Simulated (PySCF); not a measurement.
hydronium (H3O), SMILES [OH3+], charge +1.

Geometry: PBE0-D3(BJ)/def2-TZVPD.

Computed with M06-2X/def2-TZVPD in PySCF.

Symmetry labels are those of the subgroup Cs that the program uses (full group C3v).

Computed valence orbital energies around the gap with their symmetry:
| orbital | symmetry | energy (eV) |
|---|---|---|
| HOMO−4 | A' | -545.79 |
| HOMO−3 | A' | -42.87 |
| HOMO−2 | A" | -27.71 |
| HOMO−1 | A' | -27.71 |
| HOMO | A' | -22.72 |
| LUMO | A' | -6.57 |
| LUMO+1 | A" | -4.21 |
| LUMO+2 | A' | -4.21 |
| LUMO+3 | A' | -3.12 |
